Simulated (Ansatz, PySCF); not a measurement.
Gas-phase reaction (SMILES): OB(O[SiH3])O[SiH3] + 5 [H][H] (H2) -> B (BH3) + 3 O (H2O) + 2 [SiH4] (SiH4); energy of full hydrogenation.

Structures are relaxed separately at B3LYP-D3(BJ)/def2-TZVP in Ansatz (a first-principles code), one conformer each, not searched for the lowest. Cores are frozen in the correlated levels unless marked. No spin-orbit coupling. No relativistic terms. CBS marks a two-point X^-3 extrapolation of the correlation energy; Hartree-Fock from the larger set. Thermal terms are rigid-rotor harmonic-oscillator values from B3LYP-D3(BJ) frequencies (Ansatz or PySCF) at 298.15 K and 1 atm. 1 Eh = 627.5095 kcal/mol.

| species | E, CCSD(T)/CBS(cc-pV(T+d)Z,cc-pV(Q+d)Z) (Ansatz) (Eh) | E, PBE-D3(BJ)/def2-TZVPD (Ansatz + dftd3) (Eh) | H - E (Eh) |
|---|---|---|---|
| OB(O[SiH3])O[SiH3] | -832.90403 | -833.48956 | 0.09018 |
| [H][H] (H2) | -1.17450 | -1.16598 | 0.01336 |
| B (BH3) | -26.54901 | -26.55313 | 0.03008 |
| O (H2O) | -76.37426 | -76.38147 | 0.02495 |
| [SiH4] (SiH4) | -291.45815 | -291.72290 | 0.03520 |

Task: Work out ΔE and ΔH at 298.15 K at the first level, then ΔH at the second.

Result: 
1. ΔE = [(-26.54901) + 3×(-76.37426) + 2×(-291.45815)] - [(-832.90403) + 5×(-1.17450)] = 0.18844 Eh = 118.2 kcal/mol at CCSD(T)/CBS(cc-pV(T+d)Z,cc-pV(Q+d)Z).
2. The terms H - E add up to 0.01835 Eh, so ΔH = (0.18844 + (0.01835))×627.5095 = 129.8 kcal/mol.
3. At PBE-D3(BJ)/def2-TZVPD the same steps give ΔE = 110.5 and ΔH = 122.0 kcal/mol, a shift of -7.8 from the first level.
4. These values are not checked against measurement here, since the tables used lack a sound gas-phase enthalpy of formation for at least one species.
